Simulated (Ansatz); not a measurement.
Molecule: C$_{2}$H$_{7}$Ge, charge 0, multiplicity 2. It need not be the lowest isomer of its formula. 
Geometry from a B3LYP-D3(BJ)/def2-TZVP (Ansatz, a first-principles code) optimisation:
SMILES: [CH3][GeH][CH3]
```xyz
10

C      1.6609    -0.6067    -0.1865
Ge    -0.0257     0.3575     0.1987
C     -1.5753    -0.7253    -0.3921
H      1.7233    -0.8075    -1.2588
H      1.6855    -1.5548     0.3496
H      2.5224    -0.0100     0.1095
H     -0.0278     1.7205    -0.5550
H     -1.4869    -0.9252    -1.4627
H     -1.5982    -1.6752     0.1409
H     -2.5085    -0.1945    -0.2101
```
Charge 0, spin multiplicity 2.

Parts of the frozen-core correlation energy in aug-cc-pVQZ (Ansatz, hartree). Frozen orbitals: 16; correlated occupied orbitals by spin: 10 and 9; virtual: 549 and 550. Open shells are spin-unrestricted. Spin-orbit coupling is left out. Non-relativistic.

```tsv
term	value
reference (HF)	-2155.22996
MP2 opposite-spin	-0.39920
MP2 same-spin	?
CCSD correlation	?
(T)	?
T1 diagnostic	0.011
largest doubles amplitude	0.012
<S^2> of the reference	0.754
```

Task: Complete the blanks.

Result: 
- MP2 same-spin, value: -0.09803
- CCSD correlation, value: -0.53349
- (T), value: -0.02090
